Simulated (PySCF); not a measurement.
Bonds (- single, = double, # triple, : aromatic): C1#C2, C2-C3, C3-Si4, Si4-C5, Si4-C6, Si4-O7, O7-Si8, Si8-N9. C1 carries H10; C3 carries H11, H12; C5 carries H13, H14, H15; C6 carries H16, H17, H18; Si8 carries H19, H20; N9 carries H21, H22.

[PySCF 2.14.0 with density-fitted response routines: GFN2-xTB geometry; NMR shieldings at PBE0/pcSseg-1/GIAO; no solvent; rapidly exchanging positions averaged; relativity neglected; a single conformation]

Referencing at the same level of theory: ¹³C (σref 186.93), ¹H (σref 31.72), ²⁹Si (σref 349.16) vs TMS; ¹⁷O (σref 336.08) vs H2O; ¹⁵N (σref 267.73) against NH3.

```csv
atoms,nucleus,count,δ (ppm)
H21/H22,¹H,2,0.28
H11/H12,¹H,2,?
C2,¹³C,1,?
Si4,²⁹Si,1,?
N9,¹⁵N,1,23.1
C5/C6,¹³C,2,?
C3,¹³C,1,8.8
H19/H20,¹H,2,5.17
H10,¹H,1,1.18
H13/H14/H15/H16/H17/H18,¹H,6,0.29
Si8,²⁹Si,1,-34.3
O7,¹⁷O,1,64.1
C1,¹³C,1,72.7
```

Problem. Estimate the values marked ?.

Solution. 
- C2: 85.8 ppm, alkyne carbon; sp carbons lie upfield of alkene carbons because the cylindrical π system leaves one tensor component strongly shielded
- C5/C6: 0.3 ppm, methyl carbon bonded to Si; an electropositive neighbour leaves it electron-rich and shielded
- H11/H12: 1.90 ppm, hydrogen on a propargylic sp3 CH2 bonded to Si
- Si4: 7.0 ppm, silicon bonded to 3 C, O

Exchangeable OH/NH protons stand at their gas-phase positions; hydrogen bonding in a real sample shifts them, mostly to higher δ. Shifts are as computed. Against solution values, carbons near 30 ppm lie about +3 ppm off and those near 130 ppm about +5 ppm. Of 1211 compounds with measured shifts, 218 miss one by over three times the rms of a fit or turn the order of signals round; such compounds aren't used in these exercises. Experimental scales use liquid or dissolved standards, which lie at an offset from isolated NH3 (liquid NH3: subtract about 20 ppm) and H2O (liquid H2O: subtract about 36 ppm).
